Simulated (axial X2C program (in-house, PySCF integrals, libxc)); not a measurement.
**Spectroscopic constants of SbN**

Computed with an in-house relativistic program for diatomic molecules. Spin-free means the one-electron spin-free X2C Hamiltonian; two-component (2c) means X2C with spin–orbit coupling and atomic mean-field two-electron Coulomb and Gaunt terms, so the difference of the two also holds small scalar two-electron terms. Basis: Sb dyall-cv3z [11s12p8d4f1g], N dyall-av3z [7s7p3d2f] (cores contracted in-house); Gaussian nuclei, density fitting, unrestricted open shells. Masses: Sb 120.904 u, N 14.003 u.

State, spin-free: M_S = 0, Λ = 0 (closed shell); electrons by block: σα: 13, σβ: 13, π+α: 6, π+β: 6, π-α: 6, π-β: 6, δ+α: 2, δ+β: 2, δ-α: 2, δ-β: 2. Fragments: Sb + N.

State, 2c: Ω = 0 (closed shell); electrons by block: 1/2: 19, -1/2: 19, 3/2: 8, -3/2: 8, 5/2: 2, -5/2: 2. Fragments: Sb + N.

```json
{"Hamiltonian": "spin-free", "level": "PBE0", "Re (Å)": "1.803", "ωe (cm⁻¹)": "976.3", "ωexe (cm⁻¹)": "3.36", "Be (cm⁻¹)": "0.4132", "αe (cm⁻¹)": "0.00208", "De (eV)": "3.19", "D0 (eV)": "3.13", "k (mdyn/Å)": "7.05", "μ (D)": "-3.83"}
{"Hamiltonian": "spin-free", "level": "HF", "Re (Å)": "1.767", "ωe (cm⁻¹)": "1100.5", "ωexe (cm⁻¹)": "3.06", "Be (cm⁻¹)": "0.4303", "αe (cm⁻¹)": "0.00182", "De (eV)": "-1.57", "D0 (eV)": "-1.64", "k (mdyn/Å)": "8.95", "μ (D)": "-4.43"}
{"Hamiltonian": "spin-free", "level": "CCSD", "Re (Å)": "1.827", "ωe (cm⁻¹)": "926.5", "ωexe (cm⁻¹)": "3.82", "Be (cm⁻¹)": "0.4022", "αe (cm⁻¹)": "0.00225", "De (eV)": "2.80", "D0 (eV)": "2.75", "k (mdyn/Å)": "6.35", "μ (D)": "n/a"}
{"Hamiltonian": "spin-free", "level": "CCSD(T)", "Re (Å)": "1.850", "ωe (cm⁻¹)": "861.4", "ωexe (cm⁻¹)": "4.48", "Be (cm⁻¹)": "0.3924", "αe (cm⁻¹)": "0.00252", "De (eV)": "3.40", "D0 (eV)": "3.35", "k (mdyn/Å)": "5.49", "μ (D)": "n/a"}
{"Hamiltonian": "spin-free", "level": "TPSS", "Re (Å)": "1.829", "ωe (cm⁻¹)": "912.7", "ωexe (cm⁻¹)": "3.46", "Be (cm⁻¹)": "0.4016", "αe (cm⁻¹)": "0.00219", "De (eV)": "3.81", "D0 (eV)": "3.75", "k (mdyn/Å)": "6.16", "μ (D)": "-3.55"}
{"Hamiltonian": "2c", "level": "TPSS", "Re (Å)": "1.830", "ωe (cm⁻¹)": "909.7", "ωexe (cm⁻¹)": "3.49", "Be (cm⁻¹)": "0.4012", "αe (cm⁻¹)": "0.0022", "De (eV)": "3.76", "D0 (eV)": "3.71", "k (mdyn/Å)": "6.12", "μ (D)": "-3.55"}
```

Correlated methods: 10 electrons correlated (number of frozen shells: Sb 4 s, 3 p, 2 d; N 1 s), 258 virtual spin orbitals or spinors in MP2, 88 natural virtuals in coupled cluster.

Dipoles are positive if N is the positive end.

Occupations by symmetry block were frozen at the best pattern of an incomplete PBE0 search. Closed shells are restricted here (equal orbitals for both partners); the stretched side of such a curve lies too high. Dissociation energies refer to the lowest single-determinant-based atoms at the same level and basis. CCSD and (T) use frozen natural virtuals with an MP2 correction for the truncation; (T) itself is uncorrected, so its De runs slightly low. The stretched end of a curve changes character and is left out. With the outer-core shells frozen, correlated bond lengths of heavy atoms tend to come out a few hundredths of an ångström too long.

No reliable constants came from CCSD (2c), CCSD(T) (2c), HF (2c), MP2 (2c), MP2 (spin-free), PBE0 (2c): no minimum in range, unconverged points, a curve that is not smooth, a change of character along it, or the two Hamiltonians disagreeing along it.

Rough cost a point (2c) on 1 thread(s) of a shared host, integrals apart: TPSS 0.8 s.

The whole task took 2.2 min on 1 thread of AMD EPYC 9B14 (Zen 4) (shared host).
